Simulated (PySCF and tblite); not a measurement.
Results of a calculation; reference values are marked as such.
C₈H₁₂, numbered as in [CH:1]#[C:2][CH:3]1[CH2:4][CH2:5][CH2:6][CH2:7][CH2:8]1.

Geometries GFN2-xTB; weights from PBE0-D3(BJ)/def2-SVP (IEF-PCM, chloroform) energies and GFN2-xTB thermal corrections, with symmetry numbers and mirror pairs. Conformers within 3 kcal/mol (GFN2-xTB free energy) were kept, 8 at most. Of two unlike H on one atom, a is the less shielded (wB97X-D/pcSseg-1 (IEF-PCM, chloroform)). (PySCF 2.14, tblite 0.8.)

An NOE distance is ⟨r⁻⁶⟩^(−1/6) over all pairs of like atoms and, for the average, over conformers.

The 6-ring runs over atoms 3–4–5–6–7–8.

```tsv
conformer	shape	weight %
1	6-ring chair (all substituents equatorial)	66.5
2	6-ring chair (C2 axial)	33.5
```

(1) Which H–H contacts under 3.5 Å would NOEs report (pairs on one atom left out) at 298.15 K?

(2) In a model where alignment follows shape alone (order matrix 0.001 × (3G/tr G − 1)/2, G the second moments of the atom positions; splitting J + 2D), what are the one-bond C–H dipolar couplings D?

Answers

(1) 
```tsv
pair	in 1 (Å)	in 2 (Å)	average (Å)
H3 ··· H4a/H8a	2.48	2.44	2.47
H5a/H7a ··· H6b	2.48	2.48	2.48
H5b/H7b ··· H6a	2.48	2.48	2.48
H5a/H7a ··· H6a	2.49	3.05	2.60
H3 ··· H5b/H7b	2.55	4.29	2.72
H4b/H8b ··· H6b	2.57	4.29	2.74
H4b/H8b ··· H5a/H7a	2.76	2.75	2.76
H4a/H8a ··· H5b/H7b	2.76	2.76	2.76
H5b/H7b ··· H6b	3.05	2.49	2.77
H3 ··· H4b/H8b	3.05	2.50	2.78
H4a/H8a ··· H5a/H7a	2.79	3.32	2.90
H4a/H8a ··· H6a	4.29	2.56	3.03
H4b/H8b ··· H5b/H7b	3.33	2.78	3.06
```

Longer pairs under the limit may be missing.

(2) H1 -7.0 Hz (-10.2 in conformer 1), H3 5.7 Hz (7.7 in conformer 1), H4b/H8b 4.8 Hz (7.6 in conformer 1), H4a/H8a 0.6 Hz (0.7 in conformer 1), H5a/H7a 0.6 Hz (0.7 in conformer 1), H5b/H7b 4.8 Hz (7.7 in conformer 1), H6a -6.1 Hz (-9.1 in conformer 1), H6b 5.7 Hz (7.8 in conformer 1).
